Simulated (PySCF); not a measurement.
`[CH2]1C[C@@H](C)[Ge@@H]1[AsH2]`, C₄H₁₁AsGe

Molfile (atoms numbered from 1):
```
C4H11AsGe
     RDKit          3D

 17 17  0  0  0  0  0  0  0  0999 V2000
   -0.2313    1.9886    0.3950 C   0  0  0  0  0  0  0  0  0  0  0  0
   -0.3411    0.5730   -0.1242 C   0  0  2  0  0  0  0  0  0  0  0  0
   -1.6418   -0.2103    0.1827 C   0  0  0  0  0  0  0  0  0  0  0  0
   -1.1559   -1.6759    0.2372 C   0  0  0  0  0  0  0  0  0  0  0  0
    0.6466   -0.9709    0.6553 Ge  0  0  1  0  0  4  0  0  0  0  0  0
    2.5828   -1.9839   -0.3926 As  0  0  0  0  0  3  0  0  0  0  0  0
   -0.9963    2.6446   -0.0559 H   0  0  0  0  0  0  0  0  0  0  0  0
   -0.3687    2.0284    1.4877 H   0  0  0  0  0  0  0  0  0  0  0  0
    0.7522    2.4285    0.1679 H   0  0  0  0  0  0  0  0  0  0  0  0
   -0.1464    0.5429   -1.2106 H   0  0  0  0  0  0  0  0  0  0  0  0
   -2.0124    0.0916    1.1777 H   0  0  0  0  0  0  0  0  0  0  0  0
   -2.4629   -0.0205   -0.5317 H   0  0  0  0  0  0  0  0  0  0  0  0
   -1.1578   -2.1507   -0.7563 H   0  0  0  0  0  0  0  0  0  0  0  0
   -1.6747   -2.3377    0.9436 H   0  0  0  0  0  0  0  0  0  0  0  0
    0.9139   -0.8299    2.1733 H   0  0  0  0  0  0  0  0  0  0  0  0
    2.1275   -1.5354   -1.7783 H   0  0  0  0  0  0  0  0  0  0  0  0
    3.4231   -0.7246   -0.1967 H   0  0  0  0  0  0  0  0  0  0  0  0
  1  2  1  0
  2  3  1  0
  3  4  1  0
  4  5  1  0
  5  6  1  0
  5  2  1  0
  1  7  1  0
  1  8  1  0
  1  9  1  0
  2 10  1  6
  3 11  1  0
  3 12  1  0
  4 13  1  0
  4 14  1  0
  5 15  1  1
  6 16  1  0
  6 17  1  0
M  END
```

The calculation used PySCF, GIAO LC-wPBE/6-31G magnetisability, rotational g tensor and spin-rotation constants, non-relativistic, gas phase. Geometry: PBE0-D3(BJ)/def2-SVP.

The calculation is non-relativistic, which matters for the atoms heavier than Zn.

(1) Give the nuclear spin-rotation constants along the inertial axes (H = +C I·J) beside the isotropic shieldings.

## Answers

(1) Rotational constants 3.1549, 0.8093, 0.7150 GHz. A star marks the isotopologue with that one atom substituted, in its own axes.
```tsv
atom	isotope	Caa (kHz)	Cbb (kHz)	Ccc (kHz)	mean (kHz)	σ (ppm)
As6	75As	2.649	0.689	0.534	1.290	2099.3
H7	1H	-0.075	-0.089	-0.055	-0.073	31.4
H8	1H	-0.320	-0.089	0.000	-0.136	31.4
H9	1H	-0.236	-0.018	-0.083	-0.113	31.5
H10	1H	-0.317	-0.091	0.010	-0.133	30.7
H11	1H	-0.181	-0.095	-0.014	-0.097	30.5
H12	1H	-0.206	-0.086	-0.013	-0.102	30.3
H13	1H	-0.314	-0.082	-0.008	-0.134	31.3
H14	1H	-0.350	-0.018	-0.056	-0.141	31.4
H15	1H	-0.290	-0.079	0.027	-0.114	27.7
H16	1H	-0.317	-0.093	-0.001	-0.137	30.6
H17	1H	-0.335	0.002	-0.082	-0.138	30.6
C1	13C*	0.373	0.085	0.087	0.182	185.6
C2	13C*	0.359	0.109	0.115	0.194	172.3
C3	13C*	0.443	0.084	0.109	0.212	174.7
C4	13C*	0.260	0.097	0.088	0.148	190.6
Ge5	73Ge*	-0.706	-0.170	-0.179	-0.352	1685.6
```
For the geometry as given, no vibrational averaging.
